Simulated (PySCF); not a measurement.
# Reading the logs of faulty runs: BCH7NSi cation

All numbers below are calculated, not measured. The program is PySCF 2.14.0, an open-source quantum chemistry code, run on an isolated molecule that a program drew, which may never have been made. The molecule is BCH7NSi cation (charge +1, singlet), drawn as the SMILES string `[BH+]N(C)[SiH3]`.

Each row is a Hartree-Fock (HF) and frozen-core CCSD(T) single point in the cc-pV(D+d)Z basis, meant for a local HF minimum. Run 1 is clean. Each other run has one planted mistake out of seven kinds, and not every kind appears here: one electron removed, one electron added, multiplicity raised by two, geometry at a saddle point, minimal basis STO-3G, one bond length entered in bohr, all coordinates scaled. The reference is restricted for singlets and unrestricted otherwise, and also for a bond in bohr. Adding or removing an electron swaps singlet and doublet. Electrons count all cores. HOMO and LUMO are orbital energies over both spins, the gradient is its largest component, and the lowest frequency (negative if imaginary) is given only where the gradient is small. Bond lengths are over the 10 bonds as drawn. T1 is the CCSD diagnostic: over 0.02 (restricted) or 0.045 (unrestricted) a single reference is doubtful.

Geometry of the clean run:
```xyz
11
BCH7NSi cation, angstrom
B     0.3640   -2.2966   -0.4413
N    -0.1497   -1.1069   -0.5208
C     0.6486    0.1596   -0.3684
Si   -1.9729   -0.9386   -0.8399
H     0.8012   -3.3802   -0.3743
H     1.6918   -0.0740   -0.1771
H     0.2413    0.7220    0.4673
H     0.5647    0.7297   -1.2896
H    -2.0640   -0.1928   -2.0977
H    -2.4901   -0.2168    0.3254
H    -2.4305   -2.3317   -0.9342
```

| run | electrons | basis functions | <S^2> | HOMO (eV) | LUMO (eV) | gradient (hartree/bohr) | lowest frequency (cm^-1) | mean bond (Å) | longest bond (Å) | T1 | HF (hartree) | CCSD(T) (hartree) | mistake |
|---|---|---|---|---|---|---|---|---|---|---|---|---|---|
| 1 | 38 | 100 | 0.000 | -17.29 | -3.46 | 3.7e-05 | 136 | 1.3491 | 1.859 | 0.0130 | -409.79100 | -410.33086 | no fault |
| 2 | 37 | 100 | 0.762 | -23.42 | -14.26 | 1.0e-01 | - | 1.3491 | 1.859 | 0.0502 | -409.21142 | -409.71661 | one electron removed |
| 3 | 38 | 100 | 2.023 | -12.53 | -7.00 | 1.8e-01 | - | 1.3491 | 1.859 | 0.0247 | -409.62726 | -410.13940 | multiplicity raised by two |
| 4 | 38 | 100 | 0.838 | -14.41 | -3.90 | 8.5e-03 | - | 1.4794 | 2.769 | 0.0437 | -409.67451 | -410.20391 | one bond length entered in bohr |
| 5 | 38 | 100 | 0.000 | -16.77 | -3.57 | 4.8e-02 | - | 1.4273 | 1.966 | 0.0151 | -409.76000 | -410.31327 | ? |

**Which mistake was planted in run 5, and what did it cost?**

The mean and the longest bond both change by the same factor, 1.058, and the gradient is no longer small. So the mistake is: all coordinates scaled. Subtracting run 1 and multiplying by 627.51 kcal/mol a hartree, the energy moved by 19.5 kcal/mol in HF and 11.0 kcal/mol in CCSD(T).

Cautions from the logs. Run 2: T1 is over the limit, so its CCSD(T) energy is less reliable.
